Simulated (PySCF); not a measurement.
Estimate the missing entries of this data sheet.

Species: C2H10Cl2OSi3.
SMILES: `[SiH3]OC[SiH2][Si@H](Cl)CCl`

Conformer (atom-mapped SMILES and torsion angles): `[SiH3:1][O:2][CH2:3][SiH2:4][Si@H:5]([Cl:6])[CH2:7][Cl:8]`: Si1–O2–C3–Si4 166°, O2–C3–Si4–Si5 10°, C3–Si4–Si5–Cl6 -76°, Si4–Si5–C7–Cl8 -56°.

| property | level | value |
| --- | --- | --- |
| point group of the GFN2-xTB geometry | GFN2-xTB | C1 |
| rotational constants A, B, C of the GFN2-xTB geometry | GFN2-xTB | ? |
| dipole moment | PBE0/pcSseg-1 | ? |
| HOMO energy | PBE0/pcSseg-1 | -7.92 eV |
| LUMO energy | PBE0/pcSseg-1 | -0.42 eV |
| 13C chemical shifts (computed TMS as zero) by class | GIAO PBE0/pcSseg-1 | 53.4 (1 C), 35.1 (1 C) ppm |
| 1H chemical shifts (computed TMS as zero) by class | GIAO PBE0/pcSseg-1 | 5.39 (1 H), 4.86 (3 H), 4.57 (1 H), 4.38 (1 H), 3.89 (1 H), 3.78 (1 H), 3.31 (1 H), 2.99 (1 H) ppm |
| isotropic shieldings of nuclei other than C and H, by class | GIAO PBE0/pcSseg-1 | ? |

Electronic properties: PySCF, gas phase, density fitting. GFN2-xTB frequencies show an imaginary mode (28i cm⁻¹), so this geometry is no minimum at that level.

Question: Give the rotational constants A, B, C of the GFN2-xTB geometry.

Answer: 1.235, 0.458, 0.379 GHz.

Question: Give the dipole moment.

Answer: 1.98 D.

Question: What are the isotropic shieldings of nuclei other than C and H, by class?

Answer: 327 (1 O), 362 (1 Si), 381 (1 Si), 402 (1 Si), 941 (1 Cl), 981 (1 Cl) ppm.

The dipole equals about 6.6 × 10⁻³⁰ C·m (1 D = 3.33564 × 10⁻³⁰ C·m). With B = h/(8π²I), that is 505.379 GHz u Å² over I, the principal moments of inertia are 409.2, 1104.2 and 1332.0 u Å² (most abundant isotopes). The rotational constants make it an asymmetric top with κ = (2B − A − C)/(A − C) = -0.82, nearer the prolate limit (−1).

One conformer stands for the species.
